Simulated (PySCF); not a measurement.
A species of formula C3H9Sb has this rotational fingerprint, computed with PBE0-D3(BJ)/def2-SVP geometry optimisation, gas phase, def2 core potentials past Kr (PySCF 2.14.0):

```
Rotational constants : A = 3728, B = 3715, C = 2973 MHz
Dipole components    : |μa| = 0.00 D, |μb| = 0.00 D, |μc| = 0.62 D
Inertial defect      : -101.61 u·Å²
κ                    : 0.96
```

Problem. Which candidate fits, each taken in the one conformer that was computed?
A. SbH2(iPr), `[SbH2][CH](C)C`
B. SbMe3 (`[CH3][Sb]([CH3])[CH3]`)

Solution. B. It is [CH3][Sb]([CH3])[CH3]. The candidates at the same level (rigid rotor, commonest isotopes):

| SMILES | A (MHz) | B (MHz) | C (MHz) | μa (D) | μb (D) | μc (D) | Δ (u·Å²) | point group | rotor |
| --- | --- | --- | --- | --- | --- | --- | --- | --- | --- |
| [CH3][Sb]([CH3])[CH3] | 3728 | 3715 | 2973 | 0.00 | 0.00 | 0.62 | -101.61 | near C3v | – |
| [H][Sb]([H])[CH](C)C | 7369 | 2105 | 1760 | 0.96 | 0.01 | 0.05 | -21.43 | near Cs | asymmetric top |

`[H][Sb]([H])[CH](C)C` has A 98 % too high. No structure here is proved a minimum.
